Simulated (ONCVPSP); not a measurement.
# Scattering properties, ONCV potential for beryllium

```
Element                 : Be (Z = 4)
Generator               : ONCVPSP 4.0.1
Type                    : optimised norm-conserving Vanderbilt (ONCV)
Functional              : PBE
Relativity              : scalar-relativistic
Frozen core             : [He]
Valence charge          : 2
Reference configuration : 2s2
Partial waves           : 2s: rc 1.95 bohr, ncon 3, nbas 7, qcut 4.2 1/bohr, 3 projectors, debl 1.8 Ha; p scattering state at 0.04 Ha: rc 1.90 bohr, ncon 4, nbas 8, qcut 4.5 1/bohr, 1 projector; d scattering state at 0.41 Ha: rc 2.10 bohr, ncon 4, nbas 8, qcut 5.3 1/bohr, 2 projectors, debl 1 Ha
Local potential         : polynomial inside 1.50 bohr (lpopt 5, dvloc0 4 Ha)
Core correction         : Teter function, fcfact 4, rcfact 1.05
```

In the p channel the program set the typed energies aside and used 0.050 Ha.

The phase is arctan(r·R′/R) of the radial function R(r), unwrapped; energies in Ha, scanned from -2 to 5 Ha. A pole is an energy at which the radial function vanishes at the test radius. The pseudo phase is shifted by a multiple of π to meet the all-electron one at the reference energy, and phase errors are pseudo minus all-electron; the curves can meet again beyond the range given. Levels narrower than the energy grid can be missing from the lists of poles.

Question: For each channel, where are the poles, and over which energies does the pseudopotential scatter like the atom?

Answer:

```csv
channel,radius (bohr),reference energy (Ha),"poles, all-electron","poles, pseudo",unbroken range about the reference energy with phases within 0.05 rad,phase error 1 Ha above the reference energy (rad)
s,1.98,-0.21,1.22,1.22,the whole range,-0.000
p,1.92,0.05,1.07,1.12,below 1.7,+0.014
d,2.13,0.41,2.61,2.61,below 4.5,+0.000
```

Phases in the s channel:

```csv
E (Ha),all-electron,pseudo
-1.98,1.163,1.162
-1.62,1.078,1.077
-1.26,0.932,0.932
-0.90,0.637,0.637
-0.54,-0.012,-0.012
-0.18,-0.792,-0.792
0.18,-1.191,-1.191
0.54,-1.383,-1.383
0.90,-1.496,-1.496
1.26,-1.579,-1.579
1.62,-1.653,-1.653
1.98,-1.732,-1.732
2.34,-1.837,-1.837
2.70,-2.022,-2.022
3.06,-2.473,-2.473
3.42,-3.503,-3.502
3.78,-4.142,-4.142
4.14,-4.375,-4.375
4.50,-4.487,-4.487
4.86,-4.554,-4.555
```
